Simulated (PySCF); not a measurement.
Mapped SMILES: `[N:1]#[C:2][C@@H:3]1[SiH2:4][CH2:5][CH2:6][SiH2:7]/[C:8]1=[CH:9]/[F:10]`. Hydrogens are named by the atom that carries them. Ha(Si4), Ha(C5), Ha(C6), Ha(Si7) are cis to C2 on the ring; Hb(Si4), Hb(C5), Hb(C6), Hb(Si7) are trans to C2 on the ring.

- GIAO PBE0/pcSseg-1 shieldings
- coordinates at the GFN2-xTB level
- run in PySCF
- one computed conformer, relativity neglected, gas phase

Referencing at the same level of theory: TMS for 13C (σref 186.93).

Task: Do the 13C shifts follow the atomic charges (in e)? Tabulate both.

Result: 
```json
{"atoms": "C9", "hybridisation": "sp2", "δ (ppm)": "159.1", "σ para (ppm)": "-219", "Hirshfeld": "+0.05", "IAO": "+0.15", "Mulliken": "+0.35", "ESP-fitted": "+0.05"}
{"atoms": "C2", "hybridisation": "sp", "δ (ppm)": "123.8", "σ para (ppm)": "-198", "Hirshfeld": "+0.08", "IAO": "+0.14", "Mulliken": "+0.14", "ESP-fitted": "+0.39"}
{"atoms": "C8", "hybridisation": "sp2", "δ (ppm)": "113.7", "σ para (ppm)": "-192", "Hirshfeld": "-0.11", "IAO": "-0.32", "Mulliken": "-0.55", "ESP-fitted": "-0.19"}
{"atoms": "C3", "hybridisation": "sp3", "δ (ppm)": "13.0", "σ para (ppm)": "-78", "Hirshfeld": "-0.09", "IAO": "-0.41", "Mulliken": "-0.48", "ESP-fitted": "-0.24"}
{"atoms": "C6", "hybridisation": "sp3", "δ (ppm)": "10.7", "σ para (ppm)": "-76", "Hirshfeld": "-0.16", "IAO": "-0.53", "Mulliken": "-0.52", "ESP-fitted": "-0.17"}
{"atoms": "C5", "hybridisation": "sp3", "δ (ppm)": "6.6", "σ para (ppm)": "-72", "Hirshfeld": "-0.15", "IAO": "-0.53", "Mulliken": "-0.54", "ESP-fitted": "-0.23"}
```

Correlation coefficients of δ with charge over these carbons: Hirshfeld +0.81, IAO +0.90, Mulliken +0.79, ESP-fitted +0.66; with the paramagnetic shielding -1.00. With so few points, grouped by hybridisation, these coefficients are fragile. Charge is one influence among several: hybridisation and low-lying excitations act through the paramagnetic term.

Shifts are as computed. Against solution values, carbons near 30 ppm lie about +3 ppm off and those near 130 ppm about +5 ppm. Of 1309 compounds with measured shifts, 239 miss one by over three times the rms of a fit or turn the order of signals round; such compounds aren't used in these exercises.
